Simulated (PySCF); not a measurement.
**From a raw peak list to a structure**

Formula C11H12. The spectrum was simulated from the full spin Hamiltonian at 700 MHz with 1.2 Hz Lorentzian lines, from shifts rounded to 0.01 ppm and J to 0.1 Hz, couplings under 1 Hz left out.

Maxima in ppm (height), grouped by integral:
2H: 7.353 (9), 7.341 (20), 7.329 (15)
3H: 7.266 (28), 7.253 (20), 7.241 (10), 7.229 (14), 7.218 (7)
2H: 5.845 (5), 5.843 (7), 5.841 (10), 5.839 (11), 5.837 (7), 5.835 (6), 5.816 (5), 5.814 (6), 5.811 (11), 5.809 (10), 5.806 (6), 5.804 (5)
3H: 1.490 (100)
1H: 1.392 (4), 1.388 (6), 1.387 (6), 1.383 (4), 1.377 (5), 1.373 (7), 1.372 (7), 1.368 (5)
1H: 1.102 (5), 1.097 (7), 1.093 (5), 1.087 (4), 1.082 (6), 1.078 (4)

PySCF 2.14.0 with density-fitted response routines calculation with spin–spin couplings from B3LYP/pcJ-1 (without the spin–dipole term), structure optimised with PBE0-D3(BJ)/def2-SVP and shieldings: GIAO CAM-B3LYP/pcSseg-1; equivalent nuclei averaged, no solvent, one conformer, no relativistic terms.

References, each an isolated molecule treated in the same way: TMS for $^{1}$H.

Question: Analyse the multiplets.

Answer: $^{1}$H NMR (700 MHz, computed): δ 7.34 (m, 2H), 7.26 (m, 2H), 7.23 (m, 1H), 5.84 (td, J = 2.7, 1.5 Hz, 1H), 5.81 (td, J = 3.5, 1.5 Hz, 1H), 1.49 (s, 3H), 1.38 (ddd, J = 10.6, 3.5, 2.7 Hz, 1H), 1.09 (ddd, J = 10.6, 3.5, 2.8 Hz, 1H). These are first-order names from the parameters used; overlap and second-order distortion can hide them in the list.

Question: What is the compound?

Answer: `C=C1C[C@]1(C)c1ccccc1`.

Atom-mapped SMILES (the numbers label the heavy atoms): `[CH2:1]=[C:2]1[CH2:3][C@:4]1([CH3:5])[c:6]1[cH:7][cH:8][cH:9][cH:10][cH:11]1`. Each H is labelled by its parent atom. Ha(C1) is cis to C3; Ha(C3) is pro-R; Hb(C3) is pro-S; Hb(C1) is trans to C3.

δ 7.34: H(C8)/H(C10), hydrogen on an aromatic CH, coupled to H(C7)/H(C11) and H(C9) (8.5 Hz). δ 7.26: H(C7)/H(C11), hydrogen on an aromatic CH, coupled to H(C8)/H(C10) (8.8 Hz). δ 7.23: H(C9), hydrogen on an aromatic CH, coupled to H(C8)/H(C10) (8.2 Hz). δ 5.84: Ha(C1), hydrogen on a terminal =CH2 carbon, coupled to Hb(C3) and Ha(C3) (2.7 Hz), Hb(C1) (1.5 Hz). δ 5.81: Hb(C1), hydrogen on a terminal =CH2 carbon, coupled to Hb(C3) and Ha(C3) (3.5 Hz), Ha(C1) (1.5 Hz). δ 1.49: H(C5), hydrogen on a methyl carbon. δ 1.38: Ha(C3), hydrogen on a three-membered-ring carbon, coupled to Hb(C3) (10.6 Hz), Hb(C1) (3.5 Hz), Ha(C1) (2.7 Hz). δ 1.09: Hb(C3), hydrogen on a three-membered-ring carbon, coupled to Ha(C3) (10.6 Hz), Hb(C1) (3.5 Hz), Ha(C1) (2.8 Hz).

The shifts were computed for this structure. Such data don't tell enantiomers apart.

Splittings below 1 Hz are ignored in the labels, and close J values are merged. Couplings among chemically equivalent protons are left out too, so labels in AA′BB′ or AA′XX′ sets are apparent multiplicities. Unscaled 3J(H,H) at this level run about 10 % above measured values.
